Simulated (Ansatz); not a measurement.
```yaml
crystal:
  periodic: [false, false, false]
  atoms:
    - {symbol: F, position_ang: [0.727531, -1.673586, -0.515512]}
    - {symbol: C, position_ang: [0.336254, -0.367837, -0.627771]}
    - {symbol: Al, position_ang: [-0.116041, 0.681943, 0.942089]}
    - {symbol: Te, position_ang: [-1.934978, -0.107107, -0.473762]}
    - {symbol: H, position_ang: [0.621737, 0.004443, -1.609613]}
    - {symbol: H, position_ang: [0.407495, 1.398045, 2.238367]}
basis:
  gaussian: {orbitals: def2-SVPD}
total_charge: -1
magnetization: {spin_polarized: true, initial_magnetization: 1}
hamiltonian: {xc: {name: SPW92}}
output: {forces: true}
```

```sh
$ ansatz run in.yaml --threads 2 --pin off --events-out ev --progress --plain --max-ram 4352MiB
```

It prints (some lines left out):

```
Functional definition: SPW92
1091 factors; their error is unknown
mean field evaluation 1: about -17600.4080 eV, gradient 3.5e1 eV
mean field evaluation 2: about -17588.7931 eV, gradient 6.5e1 eV
mean field evaluation 4: about -17604.7345 eV, gradient 1.1e1 eV
mean field evaluation 8: about -17605.5048 eV, gradient 1.9e-1 eV
mean field evaluation 16: about -17605.4571 eV, gradient 1.2e-3 eV
mean field -17605.45707316 eV, -646.9886140313 hartree, gradient 1.9e-5 eV, S^2 0.752271; 8 other end points of the search recorded, 0 dependent functions left out
reference -17605.45712236 eV, -646.9886158393 hartree; 28, 27 occupied and 90, 91 virtual orbitals, 1091 factors
Total energy: -17605.45712236 eV, -646.9886158393 hartree
Atom 0 at     0.727531    -1.673586    -0.515512 Å, force     0.373262    -0.704777    -0.195531 eV/Å
Atom 1 at     0.336254    -0.367837    -0.627771 Å, force    -0.097863     0.097648     0.963246 eV/Å
Atom 2 at    -0.116041     0.681943     0.942089 Å, force     0.865409     0.871999     0.094229 eV/Å
Atom 3 at    -1.934978    -0.107107    -0.473762 Å, force    -1.295521    -0.356378    -0.642105 eV/Å
Atom 4 at     0.621737     0.004443    -1.609613 Å, force     0.120329     0.200991    -0.663866 eV/Å
Atom 5 at     0.407495     1.398045     2.238367 Å, force     0.034383    -0.109484     0.444028 eV/Å
Dipole moment:    -0.392211    -0.298101    -0.473746 e Å
```

Hardware: 2 threads of an Arm Neoverse V1 on a shared host. Wall time 4.1 s, peak host memory 0.22 GiB.
